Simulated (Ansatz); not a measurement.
Geometry optimisation, RKS B3LYP/6-31G* (Ansatz 0.2.0).

Input file:

```yaml
crystal:
  periodic: [false, false, false]
  atoms:
    - { symbol: B, position_ang: [0.104792, -0.365139, 0.282689] }
    - { symbol: "N", position_ang: [-0.047006, -0.404608, 1.760805] }
    - { symbol: H, position_ang: [-0.923507, -0.223636, 2.225183] }
    - { symbol: H, position_ang: [0.758718, -0.220749, 2.34067] }
    - { symbol: O, position_ang: [1.373366, -0.277901, -0.223782] }
    - { symbol: H, position_ang: [1.358138, -0.357967, -1.187836] }
    - { symbol: O, position_ang: [-0.959241, -0.482484, -0.584896] }
    - { symbol: H, position_ang: [-1.796349, -0.656779, -0.135309] }
    - { symbol: H, position_ang: [-0.217282, 2.016684, 0.34967] }
    - { symbol: H, position_ang: [-0.20133, 1.729478, 0.996807] }
basis:
  gaussian: { orbitals: "6-31G*" }
hamiltonian:
  xc: b3lyp
relax:
  f_tol: 0.03
  max_steps: 50
output:
  orbitals: {}
```

Launched with:

```bash
$ ansatz run input.yaml --threads 1 --pin off --max-ram 2048MiB --backend cpu --events-out ev --progress --plain --runs-dir out
```

Task: Where does it end, and by what steps?

Result: The forces met the threshold. After 15 steps the energy has fallen by 0.360 eV; H9 moved furthest, 1.56 Å.

| step | energy less start (eV) | largest force component (eV/Å) | accepted |
| --- | --- | --- | --- |
| 0 | 0.0000 | 1.929 | yes |
| 1 | -0.1972 | 0.935 | yes |
| 2 | -0.2721 | 0.277 | yes |
| 3 | -0.3062 | 0.146 | yes |
| 4 | -0.3258 | 0.098 | yes |
| 5 | -0.3376 | 0.158 | yes |
| 6 | -0.3269 | 1.001 | no |
| 7 | -0.3439 | 0.076 | yes |
| 8 | -0.3471 | 0.277 | yes |
| 9 | -0.3504 | 0.235 | yes |
| 10 | -0.3532 | 0.288 | yes |
| 11 | -0.3565 | 0.168 | yes |
| 12 | -0.3580 | 0.059 | yes |
| 13 | -0.3591 | 0.040 | yes |
| 14 | -0.3594 | 0.134 | yes |
| 15 | -0.3598 | 0.029 | yes |

```xyz
10
Properties=species:S:1:pos:R:3
B 0.177 -0.710 0.187
N 0.008 -0.196 1.503
H -0.871 -0.142 1.993
H 0.810 -0.023 2.091
O 1.459 -0.880 -0.284
H 1.435 -1.194 -1.199
O -0.873 -1.037 -0.653
H -1.740 -0.854 -0.271
H -0.560 3.259 1.235
H -0.394 2.533 1.222
```

Whether the end is a true minimum wasn't checked by a vibrational analysis.

The run took 80 s on 1 thread of Intel(R) Xeon(R) Platinum 8175M CPU @ 2.50GHz (Skylake/Cascade Lake) (shared host), peak memory 0.16 GiB.
